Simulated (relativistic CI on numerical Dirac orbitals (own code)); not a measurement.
## Radial parameters of Pr II

These numbers are calculated, not measured: Dirac-Coulomb-Breit CI, KLI orbitals optimised for each configuration, a model potential for QED, valence Slater integrals scaled by 0.85, P86 correlation energy added to each configuration (own radial code, finite nucleus).

Slater integrals F^k, G^k are unscaled and averaged over j, outside the closed core [Xe]; ζ comes from projecting the Hamiltonian with its Breit term on Σ l·s of the shell.

- 4f3.6s: F^2(4f,4f) = 79965, F^4(4f,4f) = 49347, F^6(4f,4f) = 35278, ζ(4f) = 652.34, G^3(4f,6s) = 3215.2 cm⁻¹; <r>(4f) = 1.184, <r^2>(4f) = 1.985, <r>(6s) = 4.188, <r^2>(6s) = 19.71 (bohr units).
- 4f3.5d: F^2(4f,4f) = 78310, F^4(4f,4f) = 48257, F^6(4f,4f) = 34482, ζ(4f) = 653.59, F^2(4f,5d) = 22954, F^4(4f,5d) = 11849, G^1(4f,5d) = 15635, G^3(4f,5d) = 10872, G^5(4f,5d) = 7879.9, ζ(5d) = 246.35 cm⁻¹; <r>(4f) = 1.21, <r^2>(4f) = 2.107, <r>(5d) = 2.987, <r^2>(5d) = 10.59 (bohr units).
- 4f2.5d2: F^2(4f,4f) = 89767, F^4(4f,4f) = 55832, F^6(4f,4f) = 40031, ζ(4f) = 741.71, F^2(5d,5d) = 35992, F^4(5d,5d) = 23429, F^2(4f,5d) = 23694, F^4(4f,5d) = 11907, G^1(4f,5d) = 13558, G^3(4f,5d) = 10086, G^5(4f,5d) = 7478.2, ζ(5d) = 410.74 cm⁻¹; <r>(4f) = 1.063, <r^2>(4f) = 1.508, <r>(5d) = 2.813, <r^2>(5d) = 9.374 (bohr units).

(1) Give the Racah parameters of the d shell in 4f2.5d2.

In this model ζ of a weakly bound d, f or g electron outside closed shells comes out too small, for d by up to a factor of two or three and at times with the wrong sign; that of an outer p electron is too small as well.

For a near-neutral ion this model can misplace configurations by up to about 10,000 cm⁻¹ (more where the count of f electrons changes) and terms by 10 to 25 % of their spread. Rates follow the energies as ν³ (E1, M1) or ν⁵ (E2), so they and the lifetimes can be off by large factors. The fine structure of a lone outer electron comes out too small, for d and f at times inverted, and misplaced configurations move strength between like terms. 18 of the 18 excited levels that our extract of the measured tables holds in this range could be paired (the sources list more); they are missed by 1577 cm⁻¹ on average and 10605 at most, and levels without a partner can miss by more. Some levels of the ground configuration have no partner and can miss by 10 % or more. The computed lowest level isn't the tabulated ground level, which NIST ASD gives as 4f3 (4I*<9/2>) 6s<1/2> (9/2,1/2)°4.

Averages of the first 10 configurations, taken without configuration mixing, which lowers the lowest level and can move excited configurations by several eV; other configurations of the list can lie among them:

```csv
Configuration,Parity,States,Average energy above the lowest level (eV)
4f3.6s,odd,728,3.5
4f3.5d,odd,3640,4.2
4f2.5d2,even,4095,2.8
4f3.6p,even,2184,6.1
4f2.6s.5d,even,1820,2.7
4f2.6s2,even,91,3.6
4f2.6s.6p,odd,1092,6.2
4f2.6p2,even,1365,9.9
4f.6s2.5f,even,196,21.0
4f3.7s,odd,728,8.7
```

## Answers

(1) B = F²/49 − 5F⁴/441 = 469 cm⁻¹ and C = 35F⁴/441 = 1859 cm⁻¹; values fitted to spectra at such low charge are typically 15 to 30 % smaller.
